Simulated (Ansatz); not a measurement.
Abridged output of a molecular run in Ansatz:

```
Functional definition: HF
1095 factors; integrals over basis functions are off by at most 9.0e-4 eV
mean field evaluation 1: about -91358.9589 eV, gradient 2.7e1 eV
mean field evaluation 2: about -91358.9624 eV, gradient 2.7e1 eV
mean field evaluation 4: about -91360.9462 eV, gradient 3.1e0 eV
mean field evaluation 8: about -91360.9673 eV, gradient 7.2e-5 eV
mean field -91360.96731280 eV, -3357.4536220575 hartree, gradient 1.6e-6 eV, S^2 0.000000; 0 other end points of the search recorded, 0 dependent functions left out
25 core orbitals not correlated: weight in the atoms' cores, before any rotation towards them, 1.000 or more for the frozen orbitals, at most 0.000 for the correlated occupied ones
reference -91360.96731280 eV, -3357.4536220575 hartree; 21, 21 occupied and 69, 69 virtual orbitals, 1095 factors
second order -21.38999454 eV of doubles, -0.00000000 eV of singles
cycle   1  -21.81983311 eV  change   -4.3e-1 eV  update   9.3e-2
cycle   2  -22.31073270 eV  change   -4.9e-1 eV  update   2.6e-2
cycle   3  -22.38685294 eV  change   -7.6e-2 eV  update   1.2e-2
cycle   4  -22.38583462 eV  change    1.0e-3 eV  update   2.2e-3
cycle   5  -22.38462485 eV  change    1.2e-3 eV  update   6.2e-4
cycle   6  -22.38453167 eV  change    9.3e-5 eV  update   1.7e-4
cycle   7  -22.38448648 eV  change    4.5e-5 eV  update   5.4e-5
cycle   8  -22.38450959 eV  change   -2.3e-5 eV  update   2.0e-5
perturbative correction -0.53924861 eV, -0.0198170208 hartree
Total energy: -91383.89107100 eV, -3358.2960546330 hartree
```

Its atoms:

Z-matrix (Å, degrees):
```
N
Ga 1 2.067
H 1 1.015 2 110.3
H 1 1.015 2 110.3 3 120.0
H 1 1.015 2 110.3 3 -120.0
Cl 2 2.155 1 100.5 3 -46.9
Cl 2 2.155 1 100.5 3 73.1
Cl 2 2.155 1 100.5 3 -166.9
```

Q: Which basis set was used?
A. def2-QZVPP
B. def2-SVPD
C. def2-TZVPP
D. def2-SVP

A: D. It gives 115 functions.

Q: Write the keys of the input that set method, charge and spin (a neutral closed shell needs none for the last two).

A: 
```yaml
correlation: {method: ccsd_t}
```
